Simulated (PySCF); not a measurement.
H3B3O3, triplet, geometry from GFN2-xTB (a higher spin typed on purpose: for a closed-shell molecule this is an excited state); DF-B3LYP/pcseg-1 (PySCF).

Input for PySCF:
```python
from pyscf import gto, scf, dft

mol = gto.Mole()
mol.atom = '''
    B    -0.579297    1.234690    0.548000
    O    -1.391448   -0.011194    0.253351
    B    -0.712762   -1.079500   -0.103568
    O     0.612727   -1.178703   -0.332190
    B     1.379527    0.029749   -0.325058
    O     0.727033    1.071838    0.119027
    H    -1.172806    2.106937   -0.042589
    H    -1.347548   -2.079495   -0.215197
    H     2.496513   -0.007675   -0.660589
'''
mol.basis = 'pcseg-1'
mol.charge = 0
mol.spin = 2
mol.verbose = 4
mol.build()

mf = dft.UKS(mol)
mf.xc = 'b3lyp'
mf = mf.density_fit(auxbasis='def2-universal-jkfit')
mf.kernel()
mf.analyze()
```

Question: Predict the main parts of the log of this PySCF run.

Answer: 
```
PySCF version 2.14.0

[INPUT] verbose = 4
[INPUT] num. atoms = 9
[INPUT] num. electrons = 42
[INPUT] charge = 0
[INPUT] spin (= nelec alpha-beta = 2S) = 2
[INPUT] symmetry False subgroup None
[INPUT] Mole.unit = angstrom
[INPUT] Symbol           X                Y                Z      unit          X                Y                Z       unit  Magmom
[...]
nuclear repulsion = 201.361099889617
number of shells = 24
number of NR pGTOs = 171
number of NR cGTOs = 99
basis = pcseg-1
ecp = {}

******** <class 'pyscf.df.df_jk.DFUKS'> ********
method = DFUKS
initial guess = minao
damping factor = 0
level_shift factor = 0
DIIS = <class 'pyscf.scf.diis.CDIIS'>
diis_start_cycle = 1
diis_space = 8
diis_damp = 0
SCF conv_tol = 1e-09
SCF conv_tol_grad = None
SCF max_cycles = 50
direct_scf = False
number electrons alpha = 22  beta = 20
XC library pyscf.dft.libxc version 7.1.2
    S. Lehtola, C. Steigemann, M. J. T. Oliveira, and M. A. L. Marques,  SoftwareX 7, 1–5 (2018)
XC functionals = b3lyp
    P. J. Stephens, F. J. Devlin, C. F. Chabalowski, and M. J. Frisch,  J. Phys. Chem. 98, 11623 (1994)
radial grids:
    Treutler-Ahlrichs [JCP 102, 346 (1995); DOI:10.1063/1.469408] (M4) radial grids

becke partition: Becke, JCP 88, 2547 (1988); DOI:10.1063/1.454033
pruning grids: <function nwchem_prune>
grids dens level: 3
symmetrized grids: False
atomic radii adjust function: <function treutler_atomic_radii_adjust>
small_rho_cutoff = 0
Set gradient conv threshold to 3.16228e-05
tot grids = 113808
******** <class 'pyscf.df.df.DF'> ********
auxbasis = def2-universal-jkfit
init E= -303.028383197343

cycle= 1 E= -301.884577713982  delta_E= 1.14  |g|= 0.612  |ddm|= 2.29

cycle= 2 E= -301.554002357091  delta_E= 0.331  |g|=  1.1  |ddm|= 1.22

cycle= 3 E= -302.027430441864  delta_E= -0.473  |g|= 0.142  |ddm|= 0.873

cycle= 4 E= -302.033488251669  delta_E= -0.00606  |g|= 0.0786  |ddm|= 0.154

cycle= 5 E= -302.035884253851  delta_E= -0.0024  |g|= 0.0201  |ddm|= 0.0772

cycle= 6 E= -302.036131195868  delta_E= -0.000247  |g|= 0.00996  |ddm|= 0.0346

cycle= 7 E= -302.036205560191  delta_E= -7.44e-05  |g|= 0.00384  |ddm|= 0.0157

cycle= 8 E= -302.036219483969  delta_E= -1.39e-05  |g|= 0.00331  |ddm|= 0.0113

cycle= 9 E= -302.036230572334  delta_E= -1.11e-05  |g|= 0.00143  |ddm|= 0.00756

cycle= 10 E= -302.036233233206  delta_E= -2.66e-06  |g|= 0.000615  |ddm|= 0.00436

cycle= 11 E= -302.03623374435  delta_E= -5.11e-07  |g|= 0.000392  |ddm|= 0.00198

cycle= 12 E= -302.036233950837  delta_E= -2.06e-07  |g|= 0.000206  |ddm|= 0.00131

cycle= 13 E= -302.036234014858  delta_E= -6.4e-08  |g|= 5.43e-05  |ddm|= 0.000928

cycle= 14 E= -302.036234019487  delta_E= -4.63e-09  |g|= 3.37e-05  |ddm|= 0.000183

cycle= 15 E= -302.036234021839  delta_E= -2.35e-09  |g|= 1.61e-05  |ddm|= 0.000256

cycle= 16 E= -302.036234021949  delta_E= -1.1e-10  |g|= 1.02e-05  |ddm|= 3.7e-05

Extra cycle  E= -302.036234021867  delta_E= 8.2e-11  |g|= 1.88e-05  |ddm|= 2.62e-05
converged SCF energy = -302.036234021867  <S^2> = 2.0052087  2S+1 = 3.0034704
**** SCF Summaries ****
Total Energy =                        -302.036234021866733
Nuclear Repulsion Energy =             201.361099889616924
One-electron Energy =                 -810.415592398487092
Two-electron Energy =                  307.018258487003436
Two-electron Coulomb Energy =          346.226498267748980
DFT Exchange-Correlation Energy =      -39.208239780745515
**** MO energy ****
                             alpha | beta                alpha | beta
[...]
To work with the spin densities directly, `use mulliken_meta_spin()` only printing them here.

 ** Mulliken spin pop alpha/beta on meta-lowdin orthogonal AOs **
 ** Mulliken Spin Density (per AO)  **
spin_pop of  0 B 1s        0.00005
spin_pop of  0 B 2s        0.19864
spin_pop of  0 B 3s        0.00520
spin_pop of  0 B 2px       0.00191
spin_pop of  0 B 2py       0.07734
spin_pop of  0 B 2pz       0.63794
spin_pop of  0 B 3px       0.00022
spin_pop of  0 B 3py       0.00316
[...]
spin_pop of  1 O 2py       0.16034
spin_pop of  1 O 2pz       0.06783
spin_pop of  1 O 3px      -0.00004
spin_pop of  1 O 3py       0.00046
spin_pop of  1 O 3pz       0.00032
spin_pop of  1 O 3dxy      0.00033
spin_pop of  1 O 3dyz      0.00011
spin_pop of  1 O 3dz^2     0.00012
spin_pop of  1 O 3dxz      0.00001
spin_pop of  1 O 3dx2-y2    0.00014
spin_pop of  2 B 1s       -0.00000
spin_pop of  2 B 2s       -0.00524
spin_pop of  2 B 3s        0.00094
spin_pop of  2 B 2px      -0.00371
spin_pop of  2 B 2py       0.02507
spin_pop of  2 B 2pz      -0.00420
spin_pop of  2 B 3px       0.00003
spin_pop of  2 B 3py       0.00099
spin_pop of  2 B 3pz       0.00036
spin_pop of  2 B 3dxy      0.00054
spin_pop of  2 B 3dyz      0.00013
spin_pop of  2 B 3dz^2     0.00005
spin_pop of  2 B 3dxz      0.00042
spin_pop of  2 B 3dx2-y2    0.00016
spin_pop of  3 O 1s       -0.00000
spin_pop of  3 O 2s        0.00478
spin_pop of  3 O 3s       -0.00000
spin_pop of  3 O 2px       0.01590
spin_pop of  3 O 2py       0.06954
spin_pop of  3 O 2pz       0.06293
spin_pop of  3 O 3px       0.00012
spin_pop of  3 O 3py       0.00029
spin_pop of  3 O 3pz       0.00044
spin_pop of  3 O 3dxy      0.00006
spin_pop of  3 O 3dyz     -0.00002
spin_pop of  3 O 3dz^2     0.00004
spin_pop of  3 O 3dxz     -0.00001
spin_pop of  3 O 3dx2-y2    0.00004
spin_pop of  4 B 1s       -0.00000
spin_pop of  4 B 2s        0.00118
spin_pop of  4 B 3s        0.00033
spin_pop of  4 B 2px       0.00954
spin_pop of  4 B 2py       0.00693
spin_pop of  4 B 2pz       0.02809
spin_pop of  4 B 3px       0.00054
spin_pop of  4 B 3py       0.00210
spin_pop of  4 B 3pz       0.00050
spin_pop of  4 B 3dxy      0.00027
spin_pop of  4 B 3dyz      0.00030
spin_pop of  4 B 3dz^2     0.00004
spin_pop of  4 B 3dxz     -0.00002
spin_pop of  4 B 3dx2-y2    0.00006
spin_pop of  5 O 1s       -0.00000
spin_pop of  5 O 2s        0.01483
spin_pop of  5 O 3s        0.00019
spin_pop of  5 O 2px       0.02507
spin_pop of  5 O 2py       0.18804
spin_pop of  5 O 2pz       0.02265
spin_pop of  5 O 3px       0.00025
spin_pop of  5 O 3py       0.00037
spin_pop of  5 O 3pz       0.00045
spin_pop of  5 O 3dxy     -0.00012
spin_pop of  5 O 3dyz      0.00002
spin_pop of  5 O 3dz^2     0.00026
spin_pop of  5 O 3dxz      0.00007
spin_pop of  5 O 3dx2-y2   -0.00003
spin_pop of  6 H 1s        0.18587
spin_pop of  6 H 2s        0.00223
spin_pop of  6 H 2px       0.00018
spin_pop of  6 H 2py       0.00027
spin_pop of  6 H 2pz       0.00016
spin_pop of  7 H 1s        0.11551
spin_pop of  7 H 2s        0.00106
spin_pop of  7 H 2px       0.00012
spin_pop of  7 H 2py       0.00019
spin_pop of  7 H 2pz       0.00001
spin_pop of  8 H 1s        0.00777
spin_pop of  8 H 2s        0.00013
spin_pop of  8 H 2px       0.00002
spin_pop of  8 H 2py       0.00001
spin_pop of  8 H 2pz       0.00002
 ** Mulliken Spin Density (per atom)  **
spin density of  0 B =      0.93045
spin density of  1 O =      0.28446
spin density of  2 B =      0.01554
spin density of  3 O =      0.15411
spin density of  4 B =      0.04986
spin density of  5 O =      0.25205
spin density of  6 H =      0.18872
spin density of  7 H =      0.11688
spin density of  8 H =      0.00793
 ** Mulliken pop alpha/beta on meta-lowdin orthogonal AOs **
 ** Mulliken pop       alpha | beta **
In total            22.00000 | 20.00000
 ** Mulliken atomic charges   ( Nelec_alpha | Nelec_beta ) **
charge of  0B =      0.04048  (     2.94498      2.01453 )
charge of  1O =     -0.31727  (     4.30086      4.01641 )
charge of  2B =      0.38123  (     2.31716      2.30162 )
charge of  3O =     -0.37615  (     4.26513      4.11102 )
charge of  4B =      0.37422  (     2.33782      2.28796 )
charge of  5O =     -0.25904  (     4.25554      4.00349 )
charge of  6H =      0.08631  (     0.55120      0.36248 )
charge of  7H =      0.05481  (     0.53103      0.41415 )
charge of  8H =      0.01540  (     0.49626      0.48833 )
Dipole moment(X, Y, Z, Debye):  0.67666, -0.74741, -1.29832
```
